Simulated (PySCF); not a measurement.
Screening by computed properties: pick the candidate that meets the target.

Each SMILES stands for a single optimised conformer of the isolated species, non-relativistic unless stated. Electronic properties by PySCF.

The conformers computed, where there is a choice (atom-mapped SMILES and torsion angles):
- `[CH2:1]=[CH:2][CH:3][CH2:4][c:5]1[n:6][cH:7][cH:8][nH:9]1`: C1–C2–C3–C4 177°, C2–C3–C4–C5 -110°, C3–C4–C5–N6 -134°
- `[CH3:1][C:2]([CH2:3][F:4])[CH2:5][C:6]([CH3:7])=[O:8]`: C1–C2–C3–F4 73°, C1–C2–C5–C6 -76°, C2–C5–C6–C7 -96°
- `[CH2:1]=[C:2]([CH3:3])[SiH:4][CH3:5]`: C1–C2–Si4–C5 -17°
- `[CH3:1][CH2:2][C@@H:3]1[CH2:4][CH2:5][NH+:6]1`: C1–C2–C3–C4 -75°

Problem. Wanted: smallest rotational constant between 1 GHz and 1.6 GHz (GFN2-xTB) and isotropic g value below 2.0035 (unrestricted B3LYP/pcH-1, mean-field spin–orbit), at GFN2-xTB geometries. Which candidate meets both?
A. `C[C](CC(C)=O)CF` [radical]
B. `CC[C@@H]1CC[NH+]1` [radical]
C. `C=C[CH]Cc1ncc[nH]1` [radical]
D. `C=C(C)[SiH]C` [radical]

Solution. A. Computed values:
| species | smallest rotational constant | isotropic g value |
| --- | --- | --- |
| C=C[CH]Cc1ncc[nH]1 [radical] | 0.774 GHz | 2.00259 |
| C[C](CC(C)=O)CF [radical] | 1.287 GHz | 2.00269 |
| C=C(C)[SiH]C [radical] | 1.908 GHz | 2.00329 |
| CC[C@@H]1CC[NH+]1 [radical] | 2.014 GHz | 2.00374 |
